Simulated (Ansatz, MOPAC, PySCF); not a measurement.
Species: InF2, net charge 1, singlet state. SMILES: [F][In+][F]
Structure (B3LYP-D3(BJ)/def2-TZVP (Ansatz, a quantum-chemistry and plane-wave program) minimum search):
```xyz
3

In     0.0000     0.0000     0.0000
F      0.0000     0.0000    -1.8552
F      0.0000     0.0000     1.8552
```
Charge +1, spin multiplicity 1.

Unscaled harmonic wavenumbers (cm⁻¹) in rising order, each level at the stationary point that it reaches from this structure (no distance between atoms moves by over 0.3 Å); the order of modes can differ between levels, and a negative number is imaginary. B3LYP-D3(BJ)/def2-TZVP (PySCF, at the structure above): 143, 143, 639, 763.

PM6 (MOPAC): 112, 112, 646, 742. Zero-point energy 2.3 against 2.4 kcal/mol; where all levels lie over 400 cm⁻¹, the wavenumbers are on average 0.992 times those of B3LYP-D3(BJ)/def2-TZVP.

PM7 (MOPAC): 11, 11, 527, 586. Zero-point energy 1.6 against 2.4 kcal/mol; where all levels lie over 400 cm⁻¹, the wavenumbers are on average 0.796 times those of B3LYP-D3(BJ)/def2-TZVP.

HF/3-21G (Ansatz): 125, 125, 714, 825. Zero-point energy 2.6 against 2.4 kcal/mol; where all levels lie over 400 cm⁻¹, the wavenumbers are on average 1.099 times those of B3LYP-D3(BJ)/def2-TZVP.

HF/6-31G* with LANL2DZ past Ar (Ansatz): 156, 156, 707, 805. Zero-point energy 2.6 against 2.4 kcal/mol; where all levels lie over 400 cm⁻¹, the wavenumbers are on average 1.080 times those of B3LYP-D3(BJ)/def2-TZVP.
